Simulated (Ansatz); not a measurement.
Cost and result up the ladder for GeMeF3 (CH3F3Ge) (8 atoms). Charge 0, multiplicity 1. Geometry: PBE-D4/def2-SVP.

Cartesian coordinates in Å:
```
C -0.101 -1.041 -0.286
F -1.347 1.751 -0.109
F 1.377 1.623 -0.601
F 0.395 1.024 1.920
Ge 0.078 0.810 0.223
H 0.853 -1.565 -0.089
H -0.344 -1.099 -1.364
H -0.912 -1.503 0.306
```

Ansatz on 2 threads of Arm Neoverse V2 on a shared host. Times are rough, and most runs start from the orbitals of an earlier one. ωB97M-V/def2-TZVP serves as the yardstick here, not as an exact answer. Differences are given only for rows in sets of like size (and for xTB, whose basis is part of the method), since another set adds its own error. Binding counts from free atoms at the same level (C triplet, F doublet, Ge triplet, H doublet; other spins of the atoms weren't run), without zero-point energy or a counterpoise term.

Correlated methods freeze 13 core orbitals; core or outer-core shells of Ge are correlated, in sets that lack core-valence functions. The rows differ in basis, and correlated rows in double-zeta sets carry the largest basis error.

Correlated methods converge slowly with the basis, most of all in double-zeta sets.

```json
{"level": "HF/STO-3G", "functions": "41", "wall time": "0.2 s", "binding energy per atom (eV)": "3.00", "difference from ωB97M-V/def2-TZVP (eV)": "–"}
{"level": "PBE-D4/def2-SVP", "functions": "103", "wall time": "1.1 s", "binding energy per atom (eV)": "4.03", "difference from ωB97M-V/def2-TZVP (eV)": "–"}
{"level": "PBE0-D4/def2-SVP", "functions": "103", "wall time": "1.6 s", "binding energy per atom (eV)": "3.91", "difference from ωB97M-V/def2-TZVP (eV)": "–"}
{"level": "HF/def2-TZVP", "functions": "190", "wall time": "1.8 s", "binding energy per atom (eV)": "2.86", "difference from ωB97M-V/def2-TZVP (eV)": "-1.07"}
{"level": "PBE-D4/def2-TZVP (with forces)", "functions": "190", "wall time": "2.5 s", "binding energy per atom (eV)": "4.02", "difference from ωB97M-V/def2-TZVP (eV)": "0.09"}
{"level": "MP2/def2-TZVP", "functions": "190", "wall time": "2.8 s", "binding energy per atom (eV)": "3.97", "difference from ωB97M-V/def2-TZVP (eV)": "0.04"}
{"level": "PBE0-D4/def2-TZVP", "functions": "190", "wall time": "3.2 s", "binding energy per atom (eV)": "3.91", "difference from ωB97M-V/def2-TZVP (eV)": "-0.02"}
{"level": "r2SCAN-D4/def2-TZVP", "functions": "190", "wall time": "4 s", "binding energy per atom (eV)": "3.96", "difference from ωB97M-V/def2-TZVP (eV)": "0.03"}
{"level": "B97M-V/def2-TZVP", "functions": "190", "wall time": "8.5 s", "binding energy per atom (eV)": "3.95", "difference from ωB97M-V/def2-TZVP (eV)": "0.02"}
{"level": "ωB97M-V/def2-TZVP", "functions": "190", "wall time": "9.5 s", "binding energy per atom (eV)": "3.93", "difference from ωB97M-V/def2-TZVP (eV)": "0.00"}
{"level": "CCSD(T)/def2-SVP", "functions": "103", "wall time": "11 s", "binding energy per atom (eV)": "3.72", "difference from ωB97M-V/def2-TZVP (eV)": "–"}
```
